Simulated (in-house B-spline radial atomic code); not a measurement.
**RPA and G0W0 on HSE06: Rb⁷⁺**

Configuration [Ar] 3d10 4s2, mean-field start HSE06. Computed with an all-electron radial atomic-structure program (B-spline basis): all electrons, non-relativistic, point nucleus, each spin shell either full or empty, empty states to l = 9 with an (l + 1/2)⁻⁴ tail; G0W0 by contour deformation at full frequency.

Without relativity these are model numbers: it shifts the levels of so heavy an element strongly and can reorder them.

Command:
```bash
python run_gw.py task.json out
```
Settings (radii: box in bohr, nucleus in fm):
```
Z                        37
electrons                30
configuration            [Ar] 3d10 4s2
hamiltonian              nr
method                   hse06
lmax                     9
spin_polarised           False
box_radius               8.41
intervals                50
ion_configuration        [Ar] 3d10 4s1
```

Time taken, with all properties: 5.8 s on 1 thread of Arm Neoverse N1, on a shared host.

Energies (hartree):

```csv
term,value
mean-field total,-2926.10429
Hartree-Fock functional on these orbitals,-2924.87764
direct second order,-2.5368
second-order exchange,0.73982
SOSEX correction,0.68544
```

(1) What is the RPA correlation energy, and what remains with SOSEX?

Quasi-particle levels (eV):

```json
{"level": "4s", "occupied": "yes", "mean field": "-124.86", "Σx - vxc": "-3.95", "Σc": "?", "QP weight": "?", "G0W0": "?"}
{"level": "3d", "occupied": "yes", "mean field": "-220.21", "Σx - vxc": "-16.99", "Σc": "3.30", "QP weight": "0.958", "G0W0": "-233.89"}
{"level": "4p", "occupied": "no", "mean field": "-103.78", "Σx - vxc": "7.25", "Σc": "-1.85", "QP weight": "0.967", "G0W0": "-98.38"}
```

G0W0 = mean field + (Σx - vxc) + Σc, with Σc (partial-wave tail included) taken at the quasi-particle energy. Only the outer levels were computed. Levels of low weight are left out.

(2) Where does G0W0 put 4s?

(3) What does it cost to remove one electron (to [Ar] 3d10 4s1) by differences of total energies, each species on its own start (correlation terms add to the Hartree-Fock functional)?

Results:

(1) RPA gives -2.2523 hartree (-2.04 eV per electron); RPA + SOSEX gives -1.5669, and the second-order doubles -1.797 hartree (no singles). SOSEX takes back 30 % of the RPA value.

(2) At -131.40 eV, with Σc = -2.59 eV and a quasi-particle weight of 0.969. The tabulated removal energy is 132.79 ± 0.25 eV (NIST, semi-empirical); the calculation leaves out relativity, Breit and QED terms, and what these don't explain is the method's own error.

(3) HSE06 131.02 eV, Hartree-Fock functional 128.51 eV, + RPA 131.22 eV, + RPA + SOSEX 130.59 eV, + second order 131.44 eV. Tabulated: 132.79 ± 0.25 eV (NIST, semi-empirical); the calculation leaves out relativity, Breit and QED terms, and what these don't explain is the method's own error.
